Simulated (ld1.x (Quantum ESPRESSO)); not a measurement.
Configuration tests for iodine (TM)

ld1.x (Quantum ESPRESSO) 7.5 input, shortened:

```
&input
   title='I', zed=53., rel=2, dft='PZ', iswitch=3,
   config='[Kr] 4d10 5s2 5p5 5d-2', rel_dist='average'
 /
 &inputp
   pseudotype=2, tm=.true., lloc=1,
   nlcc=.false.
 /
3
5S  1  0   2.00   0.00  1.65  1.65  0.0
5D  3  2  -2.00   0.20  1.45  1.45  0.0
5P  2  1   5.00   0.00  1.45  1.45  0.0
 &test
   configts(1)='5s2 5p5'
 /
```

Open shells are filled in proportion to 2j + 1 (rel_dist='average').

Energies are relative to the spin-unpolarised reference configuration 5s2 5p5; without spin polarisation the order of configurations can differ from experiment. The p channel is local and has no spin–orbit splitting in the pseudo-atom.

| valence configuration | charge | ΔE all-electron (eV) | error AE − PS (meV) |
| --- | --- | --- | --- |
| 5s2 5p4 | +1 | 11.333 | +106 |
| 5s2 5p3 | +2 | 31.427 | +276 |
| 5s2 5p2 | +3 | 61.077 | +526 |
| 5s2 5p4.5 | +0.5 | 4.628 | +46 |
| 5s2 5p5.3 | -0.3 | -1.838 | -23 |
| 5s2 5p1 | +4 | 100.920 | +861 |

What are ΔE and the potential's error for 5s1 5p6?

ΔE = 10.464 eV all-electron; the error (AE − PS) is -60 meV.

Note: ghost states, extra bound levels that the all-electron valence spectrum of the same l lacks: s at -278.9 eV, d3/2 at -36.4 eV, d5/2 at -36.4 eV. A true bound ghost makes a file unfit for plane-wave use. The potential misses its own reference levels by up to 0.8 eV.
